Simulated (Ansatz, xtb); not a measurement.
## C2H9FSi3: which of two isomers lies lower

Structure I: `C=C[Si@@H](F)[SiH2][SiH3]`, a singlet. Structure II: `C=C[SiH2][Si@@H](F)[SiH3]`, a singlet. Both are isolated molecules in the gas phase, relaxed with PBE-D3(BJ)/def2-SVP, each in the lowest conformer that the search found.

Quicker runs give these differences E(II) − E(I): GFN2-xTB −1.8 kcal/mol; HF/STO-3G +4.8 kcal/mol (at GFN2-xTB geometries); r2SCAN-D4/def2-SVP +6.7 kcal/mol (at GFN2-xTB geometries).

**Question.** Which of the two would you expect CCSD(T)/def2-SVP + ΔMP2/def2-TZVPP electronic energies to favour?

**Answer.** Structure I; the calculation gives E(II) − E(I) = +4.4 kcal/mol.

Level by level:

```tsv
level	geometry	E(II) − E(I) (kcal/mol)	departure from the last row (kcal/mol)	job, with rough time for the two
GFN2-xTB	GFN2-xTB	−1.8	−6.3	optimisation, 1.5 s
HF/STO-3G	GFN2-xTB	+4.8	+0.4	single point, 4 s
r2SCAN-D4/def2-SVP	GFN2-xTB	+6.7	+2.2	single point, 17 s
PBE-D3(BJ)/def2-SVP	PBE-D3(BJ)/def2-SVP	+4.7	+0.3	optimisation, 5.5 min
HF/def2-SVP	PBE-D3(BJ)/def2-SVP	+4.8	+0.4	part of the CCSD(T) run
MP2/def2-SVP	PBE-D3(BJ)/def2-SVP	+5.3	+0.9	part of the CCSD(T) run
CCSD(T)/def2-SVP	PBE-D3(BJ)/def2-SVP	+5.1	+0.7	single point
CCSD(T)/def2-SVP + ΔMP2/def2-TZVPP	PBE-D3(BJ)/def2-SVP	+4.4		single point, 3 min
```

As drawn, both hold the same kinds of bond in the same numbers.

GFN2-xTB puts the two in the other order. The largest departure from CCSD(T)/def2-SVP + ΔMP2/def2-TZVPP is that of GFN2-xTB, 6.3 kcal/mol. A small imaginary or near-zero mode remains, so no thermal terms are given. The last row adds to CCSD(T) the change of the MP2 difference between the two basis sets, here −0.7 kcal/mol.

The correlated steps freeze 18 core orbitals. Run with Ansatz 0.2.0, xtb 6.7.1; the last row on 2 threads of Intel(R) Xeon(R) Processor @ 2.50GHz (Skylake/Cascade Lake) on a shared host.
